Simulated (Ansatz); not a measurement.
A nudged elastic band was laid between two geometries of BFH5NO (9 atoms, charge 0, multiplicity 1).

These are results of RKS PBE-D4/6-31G* (Ansatz 0.2.0), not measurements.

```yaml
movable_images: 5
climbing_image: yes
spring: 5.0 eV/Å²
optimiser: quadratic models (default)
start_path: through a guess of the saddle point
force_threshold: 0.03 eV/Å
iteration_limit: 60
end_points: relaxed
```

Initial state:

```xyz
9
Properties=species:S:1:pos:R:3
B 0.075 0.108 0.357
O -0.447 -0.569 1.494
H -1.403 -0.704 1.349
H 1.253 -0.126 0.125
F -0.773 0.170 -0.753
N 0.146 1.796 0.834
H 0.618 2.381 0.131
H -0.800 2.173 0.979
H 0.657 1.875 1.721
```

Final state:

```xyz
9
Properties=species:S:1:pos:R:3
B 0.238 0.633 -0.215
O -0.374 -0.419 2.328
H -1.121 -0.645 1.739
H 1.289 0.072 -0.374
F -0.915 0.029 -0.594
N 0.165 1.938 0.322
H 0.999 2.478 0.541
H -0.699 2.480 0.343
H -0.254 0.537 2.148
```

(1) What changes between the two ends?

(2) What energy profile does the band end with?

(3) What is the geometry of the highest image?

(4) What are the harmonic wavenumbers there?

The band took 15 iterations and of the order of 2.2 core-minutes.

Results:

(1) Bonds broken: B1–O2, N6–H9. Bonds formed: O2–H9. BFH5NO becomes BFH3N + H2O.

(2) The forces met the threshold. The highest image is number 4 of 0 to 6, 0.94 eV above the first end and 0.29 eV above the last; the last end lies 0.65 eV above the first. A vibrational analysis at the climbing image gives one clearly imaginary mode, 953i cm⁻¹: a first-order saddle point. The orbitals stay closed-shell, which can raise the energy where a bond breaks towards radicals; this wasn't checked here.

```json
{"image": "0", "path coordinate (Å)": "0.00", "energy (eV)": "0.00", "B1–O2 (Å)": "1.42", "N6–H9 (Å)": "1.03", "O2–H9 (Å)": "2.69"}
{"image": "1", "path coordinate (Å)": "0.58", "energy (eV)": "0.01", "B1–O2 (Å)": "1.42", "N6–H9 (Å)": "1.03", "O2–H9 (Å)": "2.54"}
{"image": "2", "path coordinate (Å)": "1.17", "energy (eV)": "0.04", "B1–O2 (Å)": "1.43", "N6–H9 (Å)": "1.03", "O2–H9 (Å)": "2.43"}
{"image": "3", "path coordinate (Å)": "1.75", "energy (eV)": "0.23", "B1–O2 (Å)": "1.47", "N6–H9 (Å)": "1.05", "O2–H9 (Å)": "1.84"}
{"image": "4", "path coordinate (Å)": "2.34", "energy (eV)": "0.94", "B1–O2 (Å)": "1.65", "N6–H9 (Å)": "1.40", "O2–H9 (Å)": "1.17"}
{"image": "5", "path coordinate (Å)": "2.94", "energy (eV)": "0.73", "B1–O2 (Å)": "2.18", "N6–H9 (Å)": "1.98", "O2–H9 (Å)": "0.99"}
{"image": "6", "path coordinate (Å)": "3.55", "energy (eV)": "0.65", "B1–O2 (Å)": "2.82", "N6–H9 (Å)": "2.34", "O2–H9 (Å)": "0.98"}
```

(3) 
```xyz
9
Properties=species:S:1:pos:R:3:forces:R:3
B 0.176 0.361 0.186 0.00 0.00 0.00
O -0.237 -0.222 1.673 -0.01 0.00 0.00
H -1.141 -0.596 1.581 0.00 0.00 0.00
H 1.281 -0.040 -0.102 0.00 0.00 0.00
F -0.862 0.060 -0.678 0.00 0.00 0.00
N 0.080 1.830 0.734 0.00 0.01 0.00
H 0.957 2.349 0.826 0.00 0.00 0.00
H -0.618 2.415 0.263 0.00 0.00 0.00
H -0.309 0.947 1.754 0.00 0.00 -0.01
```

(4) 953i, 289, 334, 388, 628, 634, 716, 793, 815, 873, 956, 1040, 1086, 1265, 1547, 1579, 1856, 2558, 3442, 3543, 3615 cm⁻¹.

Run time: 2.2 min on 1 thread of Arm Neoverse V2, on a shared host, peak memory 0.12 GiB.
